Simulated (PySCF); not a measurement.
# HfCl: frontier orbitals

MN15 at R = 2.310 Å; PySCF, scalar-relativistic core potentials, basis sets Hf def2-TZVPPD with ECP60, Cl def2-TZVPPD. State: ²Δ (doublet), unpaired electrons δ ↑. Only the outer orbitals are listed, counted within each symmetry, core potentials removing the inner ones.

```
spin  orbital  occ.  ε (eV)  on Hf (%)          main shells (%)
   α       6σ     1  -22.79          7                  92 Cl s
   α       7σ     1  -11.42         19  79 Cl p, 9 Hf s, 8 Hf d
   α       3π     1  -10.47         10                  90 Cl p
   α       3π     1  -10.47         10                  90 Cl p
   α       8σ     1   -6.46         97         79 Hf s, 14 Hf d
   α       1δ     1   -5.59        100                 100 Hf d
   α       1δ     0   -1.70         99                  99 Hf d
   α       4π     0   -1.67         95         78 Hf d, 17 Hf p
   α       4π     0   -1.67         95         78 Hf d, 17 Hf p
   β       6σ     1  -22.82          7                  92 Cl s
   β       7σ     1  -11.45         19  78 Cl p, 9 Hf s, 8 Hf d
   β       3π     1  -10.48          9                  90 Cl p
   β       3π     1  -10.48          9                  90 Cl p
   β       8σ     1   -5.97        100                  86 Hf s
   β       9σ     0   -1.61         90         56 Hf d, 34 Hf p
   β       4π     0   -1.43         95         79 Hf d, 16 Hf p
   β       4π     0   -1.43         95         79 Hf d, 16 Hf p
```

Q: Which are the highest filled and the lowest empty level, where do they sit, and how wide is the gap?

A: Highest filled α 1δ at -5.59 eV (in %: 100 Hf d); lowest empty α 1δ at -1.70 eV (in %: 99 Hf d); the gap at MN15 is 3.89 eV. Both belong to one degenerate shell, split only by its one-sided filling, so this is no excitation gap.

- bond order (Mayer): 1.34
- ⟨S²⟩: 0.765
- charge on Hf (Mulliken, basis-dependent): 0.13
- charge on Hf (Löwdin, basis-dependent): 0.06
- dipole moment (positive dipole means Hf(−)Cl(+)): -1.93 D

Spin–orbit coupling is left out. The state is the lowest single determinant that the PBE0 search found; with open d or f shells the true ground state can be another one.
